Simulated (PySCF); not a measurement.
A structure optimised at PBE0-D3(BJ)/def2-SVP, used in a PySCF frequency run:

```xyz
9

B      0.0225     0.0078     0.0000
O      1.3967    -0.1373     0.0000
H      1.6772    -1.0541     0.0000
N     -0.4742     1.3364     0.0000
H      0.1566     2.1238     0.0000
H     -1.4510     1.5829     0.0000
N     -0.8515    -1.1194     0.0000
H     -1.8570    -1.0367     0.0000
H     -0.5323    -2.0762     0.0000
```

Question: Write its SMILES, formula and point group.

Answer: NB(N)O, BH5N2O, Cs

Question: What are its rotational constants (standard atomic weights)?

Answer: 9.5239, 8.9252, 4.6074 GHz
